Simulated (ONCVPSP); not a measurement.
## What the settings do to the ONCV potential of Cs (Z = 55)

Base potential:

caesium, optimised norm-conserving Vanderbilt (ONCV), made with ONCVPSP 4.0.1 (LDA (Perdew-Zunger), scalar-relativistic). Core [Kr] 4d10, reference 5s2 5p6 5d1. Waves: 5s: rc 2.05 bohr, ncon 4, nbas 8, qcut 3.5 1/bohr, 2 projectors, debl 1.6 Ha; 5p: rc 3.00 bohr, ncon 5, nbas 8, qcut 5.2 1/bohr, 2 projectors, debl 3.9 Ha; 5d: rc 4.00 bohr, ncon 4, nbas 8, qcut 2.7 1/bohr, 1 projector; f scattering state at 0.07 Ha: rc 3.30 bohr, ncon 4, nbas 8, qcut 3.7 1/bohr, 2 projectors, debl 1.2 Ha. Local part: polynomial inside 1.30 bohr (lpopt 5, dvloc0 0 Ha). Core correction: none.

Cutoffs, loose and tight: the cutoffs (Ha) at which the residual kinetic energy of the hardest occupied pseudo-wave falls to 1 and 0.1 mHa per electron. They do not see the model core or the augmentation charge, which bear on the density cutoff. Test errors are all-electron minus pseudo excitation energies from the reference, over the configurations 5s2 5p6 5d0 6s1; 5s2 5p6 5d0; 5s2 5p6 5d0 6s0.5; 5s2 5p6 5d0.5 6s0.5. A dash means not determined; rows that change the core or the reference have their own tests.

A true bound ghost makes a file unfit for plane-wave use even where its test errors are small: the radial tests pick states by their node count and pass the ghost by.

```csv
change,outcome,"cutoff, loose","cutoff, tight",bound ghosts,GHOST(+) flags above zero,largest test error (meV)
base,generated,24 Ha,41 Ha,s,"p, d",+2.6
d: qcut 3.2,generated,24 Ha,41 Ha,s,p,+1.5
d: qcut 3.5,generated,24 Ha,41 Ha,s,p,+1.2
d: qcut 3.9,generated,24 Ha,41 Ha,s,p,+1.0
```

Question: What comes out with this change to the base: d: qcut 1.6?

Answer: outcome: generated; cutoff, loose: 24 Ha; cutoff, tight: 41 Ha; bound ghosts: s; GHOST(+) flags above zero: p, d; largest test error (meV): +7.8.

Question: What comes out with this change to the base: d: qcut 2.1?

Answer: outcome: generated; cutoff, loose: 24 Ha; cutoff, tight: 41 Ha; bound ghosts: s; GHOST(+) flags above zero: p, d; largest test error (meV): +5.2.

Reading the sweep of the qcut of the d channel (base included, trends over the rows without a ghost): Bound ghosts are found at 1.6, 2.1, 2.7, 3.2, 3.5, 3.9 1/bohr. Every judged row has one, so this setting neither creates nor removes them.
